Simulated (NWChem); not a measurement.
System: C3H8N2; SMILES N1CC(C1)N

```xyz
13

N      0.0700     1.7221    -0.3576
C     -0.0225     0.5655     0.5212
C      1.0580    -0.5012     0.2084
N      0.0378    -1.2783    -0.5374
C     -1.0499    -0.5578     0.1652
H      0.0750     1.4064    -1.3276
H     -0.7570     2.3087    -0.2503
H     -0.0591     0.9191     1.5557
H      1.4388    -0.9896     1.1187
H      1.9087    -0.1611    -0.3946
H      0.0599    -2.2858    -0.3961
H     -1.8988    -0.2748    -0.4721
H     -1.4358    -1.0681     1.0627
```
Atoms are numbered in this order, from 1.

Program: NWChem. Coordinates come from a B3LYP/6-31G* (spherical d) optimisation. Level PBE/def2-SVP: energy and gradient on several grids; changes count from the extra-fine grid, which is no exact limit either.

```
grid     size of the energy change (μHa)  largest change of a gradient component (μHa/bohr)  time, medium = 1 (rough)
-------  -------------------------------  -------------------------------------------------  ------------------------
xcoarse                             2000                                               4000                   about 1
coarse                                20                                                100                   about 1
medium                              < 10                                               < 30                   about 1
fine                                < 10                                               < 30                   about 1
xfine                               < 10                                               < 30                         2
```
